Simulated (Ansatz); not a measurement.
Two isomers of C2H9AlN2: A = `C[CH2][Al]([NH2])[NH2]`, B = `C[N](C)[AlH][NH2]`.

Gas-phase electronic energies from Ansatz, PBE0-D4/def2-TZVP geometries. CCSD(T)/CBS adds triple-zeta CCSD(T) − MP2 to the extrapolated MP2 energy (def2 sets, frozen cores). Functionals use def2-TZVPP. B3LYP here is the variant with VWN-RPA as its local correlation; programs differ in this. One conformer a species, not always the lowest.

Problem. Which is lower in electronic energy at CCSD(T)/CBS, and by how much? (Estimate.)

Solution. The calculation gave: A, by 23.6 kcal/mol.

Problem. Give E(B) − E(A) in kcal/mol with PBE0-D4, PBE-D4, LDA (SPW92), B3LYP-D4, MP2/def2-TZVPP, B3LYP, CCSD(T)/def2-TZVPP. (Best estimate.)

Solution. The calculation gave: PBE0-D4 22.3, PBE-D4 21.7, LDA (SPW92) 19.9, B3LYP-D4 21.5, MP2/def2-TZVPP 23.2, B3LYP 22.2, CCSD(T)/def2-TZVPP 22.2. None reverses the order clearly.

Problem. Does the order hold for the free energy at 298.15 K (harmonic terms from PBE0-D4)? (An estimate is asked.)

Solution. Computed: Yes: G(B) − G(A) = +23.7 kcal/mol, for one conformer each. Modes under 60 cm⁻¹, often nearly free rotors, make the harmonic entropy too high.

Largest T1 diagnostic: 0.011.

In def2-TZVPP, CCSD(T) changes the Hartree–Fock value by +1.1 kcal/mol (the triples alone add −0.2 kcal/mol) and MP2 by +2.1 kcal/mol. At CCSD(T), def2-SVP lies −7.0 kcal/mol from the extrapolated value and def2-TZVPP −1.3 kcal/mol.
